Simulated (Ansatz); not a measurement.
Reaction (formal exchange of groups at the Si–Cl bond): `[SiH3][GeH2][SiH2]Cl` + `[SiH3][GeH3]` → `[SiH3][GeH2][SiH2][SiH2][GeH3]` + HCl

Calculated with Ansatz (gas phase, PBE0-D4/def2-TZVP geometries, no zero-point term in ΔE). CCSD(T)/CBS is the MP2 limit (def2-TZVPP, def2-QZVPP) plus CCSD(T) − MP2 in def2-TZVPP, frozen cores. This one scheme is used for every species. For Ge outer-core shells are correlated without core-valence functions, which leaves a few kJ/mol of doubt a bond. Scalar relativity is left out up to krypton. Each species was taken in one conformer, which may not be the lowest.

```
                         species  HF/def2-TZVPP energy (Eh)
          `[SiH3][GeH2][SiH2]Cl`                -3116.89477
                  `[SiH3][GeH3]`                -2367.79217
`[SiH3][GeH2][SiH2][SiH2][GeH3]`                -5024.54773
                             HCl                 -460.09908
```

Problem. Work out ΔE.

Solution. ΔE = (-5024.54773) + (-460.09908) − (-3116.89477) − (-2367.79217) = 0.04013 Eh = +105.4 kJ/mol. CCSD(T)/CBS gives +72.7 kJ/mol.

Largest T1 diagnostic among the species: 0.013.

Leaving LDA and LC-ωPBE aside and taking each functional with its dispersion term where it has one, the values, not all of them listed here, spread over 24.7 kJ/mol, from revPBE-D4 to B2PLYP. LDA lies −8.5 kJ/mol from PBE without D4. From PBE to PBE0 (25 % exact exchange), in def2-TZVPP and without D4, ΔE moves by +3.6 kJ/mol.
